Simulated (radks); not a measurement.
Problem. The mean radii <r> (bohr) of the occupied orbitals of an atom or ion are listed with their occupations. All-electron calculation, scalar-relativistic Kohn-Sham, BLYP, spin-polarised, spherical densities, finite nucleus; Fermi nuclear charge, rms radius of each element as measured or else 0.836 A^(1/3) + 0.57 fm. Program: a radial shooting solver on a logarithmic mesh with Libxc functionals.

orbital  occ.      <r>
1s up       1  0.02722
1s down     1  0.02722
2s up       1   0.1172
2s down     1   0.1172
2p up       3   0.1025
2p down     3   0.1025
3s up       1   0.3139
3s down     1   0.3138
3p up       3   0.3118
3p down     3   0.3117
3d up       5   0.2881
3d down     5   0.2880
4s up       1   0.7264
4s down     1   0.7268
4p up       3   0.7694
4p down     2   0.7706
4d up       5   0.8538
4d down     4   0.8570

Name the element and its charge. Open shells, if any, are filled with parallel spins first.

Solution. Z = 53, iodine, charge +9: I9+ in [Ar] 3d10 4s2 4p5 4d9. The 1s radius gives Z: for a bare nucleus <r> = (2 gamma + 1)/(2Z) with gamma = sqrt(1 - (Z/c)^2), 0.02683 bohr for Z = 53, and screening makes it slightly larger (0.02722 here). The occupations add up to 44, and the charge is Z minus that.
